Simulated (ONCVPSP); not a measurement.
# An all-electron radial function and its pseudo partner (caesium (Cs))

Columns: radius, all-electron u(r) and pseudo u(r) of the 5d shell (level -0.57 eV) of caesium in the configuration [Kr] 4d10 5s2 5p6 5d1; PBEsol, scalar-relativistic, ONCV scheme, ONCVPSP 4.0.1.

| r (bohr) | all-electron | pseudo |
| --- | --- | --- |
| 0.200 | 0.0755 | 0.0006 |
| 0.400 | -0.0546 | 0.0049 |
| 0.600 | -0.1269 | 0.0159 |
| 0.800 | -0.0978 | 0.0358 |
| 1.000 | -0.0233 | 0.0650 |
| 1.200 | 0.0588 | 0.1022 |
| 1.400 | 0.1328 | 0.1449 |
| 1.600 | 0.1941 | 0.1896 |
| 1.800 | 0.2423 | 0.2330 |
| 2.000 | 0.2788 | 0.2723 |
| 2.200 | 0.3057 | 0.3053 |
| 2.400 | 0.3249 | 0.3305 |
| 2.600 | 0.3379 | 0.3473 |
| 2.800 | 0.3463 | 0.3561 |
| 3.000 | 0.3510 | 0.3588 |
| 3.200 | 0.3530 | 0.3577 |
| 3.400 | 0.3531 | 0.3551 |
| 3.600 | 0.3518 | 0.3523 |
| 3.800 | 0.3497 | 0.3497 |
| 4.000 | 0.3469 | 0.3469 |
| 4.200 | 0.3438 | 0.3438 |
| 4.400 | 0.3404 | 0.3404 |
| 4.600 | 0.3369 | 0.3369 |
| 4.800 | 0.3334 | 0.3334 |
| 5.000 | 0.3300 | 0.3300 |
| 5.200 | 0.3268 | 0.3268 |

Question: How many radial nodes do the two functions have?

Answer: The all-electron 5d function has n − l − 1 = 2; the pseudo-wave has 0, since the states of the same l below it are removed with the core.

Question: At about which radius was the pseudo-wave matched?

Answer: 4.00 bohr, where the columns begin to agree (steps of 0.20 bohr).

Question: Where does each function peak?

Answer: Outermost all-electron maximum near 3.40 bohr, pseudo maximum near 3.00 bohr (to the table’s step).

Question: Is the pseudo-wave norm-conserving?

Answer: Yes: the ONCV scheme keeps the norm inside the radius equal to the all-electron one, which fixes the energy derivative of the logarithmic derivative at the level.
